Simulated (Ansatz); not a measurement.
Geometry optimisation, Ansatz, RHF/def2-SVP.

Input file:

```yaml
crystal:
  periodic: [false, false, false]
  atoms:
    - { symbol: Sn, position_ang: [0.22949, 0.367809, -0.463885] }
    - { symbol: Cl, position_ang: [-0.097631, -0.043754, 3.11825] }
    - { symbol: Cl, position_ang: [2.115615, -0.233318, -1.719633] }
    - { symbol: H, position_ang: [-0.80108, 1.331284, -1.40471] }
    - { symbol: H, position_ang: [-0.408547, -1.046733, 0.191822] }
    - { symbol: F, position_ang: [0.934517, 1.588884, 0.80616] }
    - { symbol: H, position_ang: [0.636836, 1.015228, 2.822496] }
basis:
  gaussian: { orbitals: def2-SVP }
hamiltonian:
  xc: hf
relax:
  f_tol: 0.03
  max_steps: 50
```

Run as:

```bash
$ ansatz run input.yaml --threads 1 --pin off --max-ram 2048MiB --backend cpu --events-out ev --progress --plain --runs-dir out
```

Q: Where does it end, and by what steps?

A: The forces met the threshold. The force dipped under the threshold on the way, but the program's further checks kept it going. After 14 steps the energy has fallen by 0.154 eV; Cl2 moved furthest, 0.93 Å.

```
step  energy less start (eV)  largest force component (eV/Å)  accepted
   0                  0.0000                           1.178       yes
   1                 -0.0913                           0.891       yes
   2                 -0.1024                           0.739       yes
   3                 -0.1278                           0.614       yes
   4                 -0.1456                           0.188       yes
   5                 -0.1436                           0.167        no
   6                 -0.1514                           0.012       yes
   7                 -0.1520                           0.038       yes
   8                 -0.1525                           0.014       yes
   9                 -0.1529                           0.041       yes
  10                 -0.1532                           0.005       yes
  11                 -0.1534                           0.050       yes
  12                 -0.1535                           0.090       yes
  13                 -0.1539                           0.087       yes
  14                 -0.1543                           0.024       yes
```

```xyz
7
Properties=species:S:1:pos:R:3
Sn 0.257 0.274 -0.672
Cl -0.146 0.524 3.859
Cl 2.113 -0.024 -2.056
H -0.762 1.439 -1.346
H -0.354 -1.225 -0.199
F 0.982 1.080 0.929
H 0.518 0.911 2.836
```

Whether the end is a true minimum wasn't checked by a vibrational analysis.

Time of the run: 38 s on 1 thread of Arm Neoverse V1, on a shared host, peak memory 0.19 GiB.
